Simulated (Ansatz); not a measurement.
Stepwise reaction of `[F][Sn]([F])([Cl])[Cl]` with hydrogen fluoride, as a gas-phase model of exchange steps in deposition or etching. ΔE in kJ/mol; ΔG adds harmonic PBE0-D4 terms to CCSD(T)/CBS, at 1 bar.

Gas-phase electronic energies from Ansatz, PBE0-D4/def2-TZVP geometries. CCSD(T)/CBS adds triple-zeta CCSD(T) − MP2 to the extrapolated MP2 energy (def2 sets, frozen cores). This one scheme is used for every species. Functionals use def2-TZVPP. B3LYP here is the variant with VWN-RPA as its local correlation; programs differ in this. def2 core potentials past Kr. For Sn outer-core shells are correlated without core-valence functions, which leaves a few kJ/mol of doubt a bond.

| step | reaction | PBE-D4 | B3LYP-D4 | ωB97M-V | CCSD(T)/CBS | ΔG(500 K) |
| --- | --- | --- | --- | --- | --- | --- |
| 2 | `[F][Sn]([F])([F])[Cl]` + H–F → `[F][Sn]([F])([F])[F]` + HCl | 42.5 | 42.8 | 42.2 | 45.5 | 44.7 |

Q: Give the row of step 1, `[F][Sn]([F])([Cl])[Cl]` + H–F → `[F][Sn]([F])([F])[Cl]` + HCl. (Estimate.)

A: Computed: 
```csv
step,reaction,PBE-D4,B3LYP-D4,ωB97M-V,CCSD(T)/CBS,ΔG(500 K)
1,`[F][Sn]([F])([Cl])[Cl]` + H–F → `[F][Sn]([F])([F])[Cl]` + HCl,39.1,39.3,38.6,42.4,37.5
```

Q: By hand: ΔE of the 2 steps together at CCSD(T)/CBS.

A: (42.4) + (45.5) = 87.9 kJ/mol, or 44.0 kJ/mol a step.

In ΔE the steps differ by no more than 3.1 kJ/mol. All are uphill at CCSD(T)/CBS. ΔG lies between 37.5 and 44.7 kJ/mol a step. PBE-D4 differs from CCSD(T)/CBS by -3.3 to -3.0 kJ/mol a step. Isolated molecules leave out the surface, adducts and barriers. Largest T1 diagnostic: 0.015.
